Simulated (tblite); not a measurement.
Start geometry of `CC(=S)[SiH]1[SiH2][SiH2][SiH2]1` from a force field or distance geometry (Å):
```
atom  x, y, z in Å
C1    -2.711   -0.839    0.616
C2    -1.812   -0.426   -0.502
S3    -2.115   -0.961   -1.804
Si4   -0.364    0.665   -0.297
Si5    1.349    0.045   -1.606
Si6    2.671    0.761    0.060
Si7    1.000    0.149    1.424
H8    -2.861   -1.931    0.574
H9    -2.292   -0.618    1.622
H10   -3.699   -0.350    0.439
H11   -0.594    2.089   -0.447
H12    1.434   -1.394   -1.852
H13    1.406    0.858   -2.821
H14    3.904    0.009    0.241
H15    2.828    2.228   -0.070
H16    0.829    0.998    2.612
H17    1.021   -1.270    1.801
```

What comes out of this run: GFN2-xTB geometry optimisation, gas phase (tblite)?

```
atom  x, y, z in Å
C1    -2.953   -0.923    0.103
C2    -1.468   -0.907    0.061
S3    -0.619   -2.311    0.032
Si4   -0.500    0.707    0.038
Si5    1.092    0.607   -1.719
Si6    2.798    0.275   -0.121
Si7    1.247    0.567    1.637
H8    -3.347   -1.937    0.062
H9    -3.297   -0.442    1.020
H10   -3.352   -0.346   -0.731
H11   -1.551    1.742    0.093
H12    0.865   -0.413   -2.746
H13    1.169    1.857   -2.490
H14    3.486   -1.020   -0.164
H15    3.908    1.240   -0.166
H16    1.397    1.797    2.429
H17    1.119   -0.481    2.653
```

The energy falls by 52.8 kcal/mol over 194 L-BFGS steps, the largest force on an atom goes from 13.73 to 0.010 eV/Å, and the atoms move by 1.173 Å rms after alignment. The bond that changes most is C2=S3 (thiocarbonyl carbon to thiocarbonyl sulfur), which lengthens by 0.201 Å. Bonds longer at the end by more than 0.005 Å: 9 of 17; shorter: 5. Among the angles that change most is C2–Si4–H11, from 116.7° to 103.6°. Among the dihedrals that turn most is C1–C2–Si4–H11, from -90° to 1°. Rotational constants go from 1967, 701.5, 558.3 to 1480, 689.2, 660.9 MHz. The orientation of the end geometry is arbitrary; only internal coordinates are fixed.

Time: 2.0 s. Hardware: one thread, Arm Neoverse V2 (aarch64), shared host with 96 logical CPUs at a one-minute load of 48.

Its GFN2-xTB frequencies are all real (lowest 29 cm⁻¹). One conformer, not necessarily the lowest.

These are computed values.
